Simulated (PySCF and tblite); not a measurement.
Values are calculated unless marked as measured or tabulated.
C7H9FO, numbered as in [CH3:1][C@@H:2]1[CH2:3][CH:4]=[C:5]([F:6])[C:7](=[O:8])[CH2:9]1.

Geometries GFN2-xTB; weights from PBE0-D3(BJ)/pcSseg-1 energies and GFN2-xTB thermal corrections, with symmetry numbers and mirror pairs. Conformers within 2 kcal/mol (GFN2-xTB free energy) were kept, 5 at most. Of two unlike H on one atom, a is the less shielded (PBE0/pcSseg-1). Run with PySCF (density fitting) and tblite.

An NOE distance is ⟨r⁻⁶⟩^(−1/6) over all pairs of like atoms and, for the average, over conformers.

The 6-ring runs over atoms 2–3–4–5–7–9.

```tsv
conformer	shape	weight %
1	6-ring envelope (ring torsions 22, 2, 5, -36, 59, -51°)	80.9
2	6-ring envelope (ring torsions -21, -1, -6, 36, -58, 49°)	19.1
```

**Question.** Which H–H contacts under 3.5 Å would NOEs report (pairs on one atom left out) at 298.15 K?

**Answer.** 
```csv
pair,in 1 (Å),in 2 (Å),average (Å)
H2 ··· H3a,2.45,2.40,2.44
H3a ··· H4,2.45,2.67,2.48
H2 ··· H9a,2.52,2.46,2.50
H1 ··· H2,2.60,2.59,2.60
H3b ··· H4,2.69,2.44,2.63
H3b ··· H9b,2.58,4.31,2.67
H1 ··· H3b,2.85,2.82,2.84
H2 ··· H9b,3.05,2.50,2.87
H2 ··· H3b,3.05,2.56,2.90
H1 ··· H9b,2.92,2.88,2.91
H1 ··· H9a,2.89,3.89,2.97
H1 ··· H3a,2.95,3.89,3.03
H3a ··· H9a,4.31,2.62,3.34
```

Longer pairs under the limit may be missing.

**Question.** Which contact betrays a minor conformer?

**Answer.** H3a ··· H9a: 4.31 Å in the leading conformer but 3.34 Å on average, because conformer 2 (19.1 %) brings it to 2.62 Å and r⁻⁶ weighs short distances heavily.

**Question.** In a model where alignment follows shape alone (order matrix 0.001 × (3G/tr G − 1)/2, G the second moments of the atom positions; splitting J + 2D), what are the one-bond C–H dipolar couplings D?

**Answer.** H1 2.0 Hz (2.7 in conformer 1), H2 6.7 Hz (8.3 in conformer 1), H3b 6.0 Hz (7.7 in conformer 1), H3a 1.6 Hz (1.0 in conformer 1), H4 -2.0 Hz (-2.1 in conformer 1), H9a 0.3 Hz (-0.5 in conformer 1), H9b 6.6 Hz (8.5 in conformer 1).


Conformer gaps in pcSseg-1 on xTB geometries can be 2 kcal/mol off for S=O, P=O and other polar bonds.